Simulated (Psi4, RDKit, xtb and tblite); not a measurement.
Conformational energy of SMILES C=C/C=C\N (C4H7N). Scanned: dihedral C3–C4–N5–H11; all other coordinates were relaxed at GFN2-xTB. Heavy atoms are numbered in the order of the SMILES C=C/C=C\N, hydrogens after them in the order of the atoms that carry them; the mirror image has the same energies with the sign of each dihedral reversed.

Levels of theory: GFN2-xTB (xtb and tblite); UFF // GFN2-xTB (RDKit); MP2/cc-pVTZ = DF-MP2 (frozen core)/cc-pVTZ // GFN2-xTB (Psi4).

Energies relative to the lowest point of each profile, in kJ/mol:

```tsv
φ / °	GFN2-xTB	UFF
-160	0.0	8.3
-120	8.8	34.1
-60	12.4	14.1
-40	3.9	11.0
-20	0.0	10.6
0	2.1	6.4
20	0.0	10.6
40	3.9	11.0
80	22.8	21.1
120	8.8	34.1
140	1.7	21.2
160	0.0	8.3
```

### Question
Predict the corresponding MP2/cc-pVTZ column.

### Answer
-160: 0.4; -120: 6.8; -60: 8.3; -40: 2.3; -20: 0.0; 0: 3.2; 20: 0.0; 40: 2.3; 80: 15.0; 120: 6.8; 140: 1.0; 160: 0.4 (kJ/mol).
